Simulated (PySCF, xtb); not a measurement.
Te(H)(iPr) (C3H8Te), SMILES CC(C)[TeH].

Harmonic wavenumbers (cm⁻¹) from GFN2-xTB run with xtb 6.7.1 at its own minimum, in rising order: 121, 228, 235, 244, 270, 395, 524, 622, 941, 946, 988, 1044, 1152, 1167, 1230, 1317, 1415, 1426, 1493, 1499, 1505, 1510, 1927, 2964, 2993, 3001, 3014, 3021, 3024, 3027.

What does PBE-D3(BJ)/def2-SVP (PySCF) give at its own minimum? (Estimate from the structure and the level; the computed values follow.)

130, 219, 237, 248, 272, 379, 482, 613, 880, 898, 933, 978, 1113, 1124, 1165, 1293, 1339, 1348, 1405, 1406, 1419, 1426, 2052, 2949, 2958, 3020, 3037, 3041, 3062, 3072. Paired by order, the mean absolute difference is 44 cm⁻¹ and the zero-point energies are 61.8 and 60.8 kcal/mol.
